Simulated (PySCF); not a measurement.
Input for PySCF:
```python
from pyscf import gto, scf, dft

mol = gto.M(
    atom='''
O     0.716554    1.189827   -0.842970
Si   -0.000000   -0.000000    0.000000
O    -1.028142    0.716783    1.033867
O    -0.687388   -0.991725   -1.087987
O     0.998976   -0.914885    0.897089
H     1.010098    1.964883   -0.373784
H    -1.399381    0.195350    1.739066
H    -1.158788   -0.605338   -1.819767
H     1.548071   -1.554894    0.454486
''',
    basis='cc-pv(d+d)z',
    charge=0,
    spin=0,
    verbose=4,
)

mf = dft.RKS(mol)
mf.xc = 'tpss'
mf = mf.density_fit(auxbasis='def2-universal-jkfit')
mf.kernel()
```

**Question.** What is the computed HOMO energy (DF-TPSS/cc-pV(D+d)Z (PySCF))?

**Answer.** -6.96 eV

**Question.** Give the HOMO-LUMO gap at the level DF-TPSS/cc-pV(D+d)Z.

**Answer.** 7.45 eV

**Question.** Roughly what does it cost on one core?

**Answer.** about 17 core-seconds (a rough figure).
